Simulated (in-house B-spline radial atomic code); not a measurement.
Values are calculated unless marked as measured or tabulated.
**From levels and matrix elements to observables: Ar7+**

One electron outside the [He] 2s2 2p6 core, from an all-electron radial atomic-structure program (B-spline basis): Brueckner orbitals with a screened correlation potential on Dirac-Hartree-Fock, Breit and QED terms for the lowest states, dipole elements in length form with static core polarisation. The core's own polarisability, by RPA, is 0.03708 bohr³.

```tsv
state	removal energy (cm⁻¹)	size of the reduced dipole element to 3s1/2 (a.u.)
3s1/2	1157031	-
4s1/2	581063	-
3p1/2	1016940	0.9332
3p3/2	1014223	1.322
4p1/2	528794	0.2111
4p3/2	527785	0.2925
```

Use R = 109737.3 cm⁻¹, 1 hartree = 219474.6 cm⁻¹, c = 137.036 and 1 a.u. of rate = 4.1341e16 s⁻¹.

Q: Find the quantum defects of the two s states and predict 5s1/2.

A: With n* = 8 √(R/E): 3s1/2 has n* = 2.4637, δ = 0.5363; 4s1/2 has n* = 3.4766, δ = 0.5234. Ritz's form δ = δ0 + b/n*² gives b = 0.157, δ0 = 0.5104, so with n* ≈ 5 − 0.5234, δ = 0.5182 and E = R × 8²/(5 − 0.5182)² = 349653 cm⁻¹. The program finds 349749 cm⁻¹.

Q: What are the wavelength, oscillator strength and rate of 3s1/2–3p3/2?

A: ΔE = 142808 cm⁻¹ = 0.65068 hartree, λ = 70.024 nm in vacuum. f = (2/3) ΔE D²/(2j + 1 of the lower state) = (2/3) × 0.65068 × 1.322²/2 = 0.3791. A = (4/3) ΔE³ D²/(c³ (2j' + 1)) = 6.2365e-08 a.u. = 2.578e+09 s⁻¹, a partial lifetime of 0.3879 ns.

Q: Estimate the static polarisability of 3s1/2.

A: Each p state adds (2/3) D²/(2 ΔE): 3p1/2 0.4548, 3p3/2 0.8953, 4p1/2 0.005189, 4p3/2 0.009947. With the core the sum is 1.402 bohr³. The program's sum over the whole spectrum, Pauli blocking of the core included, is 1.409.
